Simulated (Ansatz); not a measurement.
`BN([SiH3])[SiH2]F` + `OC(O)O` → `OC(O)(O)[SiH2]F` + `BN[SiH3]`  (formal exchange of groups at the Si–N bond)

Isolated molecules relaxed with PBE0-D4/def2-TZVP in Ansatz; ΔE leaves out vibrations. CCSD(T)/CBS adds triple-zeta CCSD(T) − MP2 to the extrapolated MP2 energy (def2 sets, frozen cores). DFT in def2-TZVPP. Each species was taken in one conformer, which may not be the lowest.

Problem. Is it downhill or uphill in electronic energy at CCSD(T)/CBS, and by how much? (Best estimate.)

Solution. Computed: Uphill: ΔE = +0.92 eV.

Problem. What do these levels give: PBE0-D4, r2SCAN, CCSD/def2-TZVPP, MP2/def2-QZVPP, HF/CBS(def2), MP2/CBS(def2)? (An estimate is asked.)

Solution. The calculation gave: PBE0-D4 0.84, r2SCAN 0.84, CCSD/def2-TZVPP 0.95, MP2/def2-QZVPP 0.97, HF/CBS(def2) 1.06, MP2/CBS(def2) 0.96 eV.

Largest T1 diagnostic among the species: 0.012.

In def2-TZVPP, CCSD(T) changes the Hartree–Fock value by −0.12 eV (the triples alone add −0.02 eV) and MP2 by −0.07 eV. From PBE to PBE0 (25 % exact exchange), in def2-TZVPP and without D4, ΔE moves by +0.11 eV.
